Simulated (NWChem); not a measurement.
CH$_{4}$Ge, singlet; SMILES [GeH][CH3]

```xyz
6

Ge     0.0459    -0.4563     0.0000
H     -1.5724    -0.5473     0.0000
C      0.0241     1.5526    -0.0001
H      1.0375     1.9976    -0.0033
H     -0.5350     1.9169     0.8901
H     -0.5422     1.9191    -0.8847
```
Atoms are numbered in this order, from 1.

All runs: NWChem. Low-valent species are run as closed-shell singlets; no triplet was tried in these runs. Geometry: optimised at PBE-D3(BJ)/def2-SVP.

### Question
Predict the results for HCTH/407/def2-TZVP. Quantities: highest occupied level (eV); orbital gap (eV); dipole (D).

### Answer
```
Quantity                     Value
---------------------------  -----
highest occupied level (eV)  -5.51
orbital gap (eV)              2.07
dipole (D)                    0.66
```
